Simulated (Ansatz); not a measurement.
Cr2O⁻. Charge -1, multiplicity 2. Geometry PBE-D4/def2-TZVP, that of the neutral singlet; atoms count from 1.

```xyz
3

Cr   -0.313    0.528   -0.742
Cr    0.610    0.541    0.649
O    -0.297   -1.069    0.093
```

The charge -1 doublet is spin-contaminated (final ⟨S²⟩ up to 3.29, 0.75 for a pure state). The highest occupied level of the charge -1 doublet lies above zero (up to 0.49 eV). Its loss leaves the charge 0 singlet, which lies 3.33 eV higher (vertical, at PBE0-D4/def2-TZVPD), but this difference is unsure: the singlet is doubtful (at the level of its geometry, restricted singlet, unstable towards broken spin symmetry). The structure comes from a short search, and lower isomers may exist.

Problem. Estimate the Mulliken populations from the PBE0/def2-TZVPD orbitals of Ansatz.

Solution. 
```csv
atom,charge (e),spin (α − β),d electrons
Cr1,-0.01,-3.28,4.72
Cr2,0.09,4.20,4.81
O3,-1.08,0.08,–
```
Mulliken values and Mayer orders depend strongly on the basis. With diffuse functions, as here, like atoms can get unlike values, and bond orders can come out too low or too high.

Problem. Where does the spin sit?

Solution. Summed by element: Cr 0.92, O 0.08, of 1 unpaired in all. Largest on single atoms: Cr2 4.20, Cr1 -3.28, O3 0.08.

Problem. And the Mayer bond orders between bonded heavy atoms (over 0.3)?

Solution. Cr1–Cr2 3.02 (1.67 Å); Cr1–O3 0.67 (1.80 Å).
